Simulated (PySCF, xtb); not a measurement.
OSr, SMILES [Sr]=[O].

Harmonic wavenumbers (cm⁻¹) from GFN2-xTB run with xtb 6.7.1 at its own minimum, in rising order: 467.

Problem. What does B3LYP-D3(BJ)/def2-TZVPD (PySCF) give at its own minimum? (The exact figures need the calculation; the answer reports its results.)

Solution. 667. Paired by order, the mean absolute difference is 200 cm⁻¹ and the zero-point energies are 0.7 and 1.0 kcal/mol.
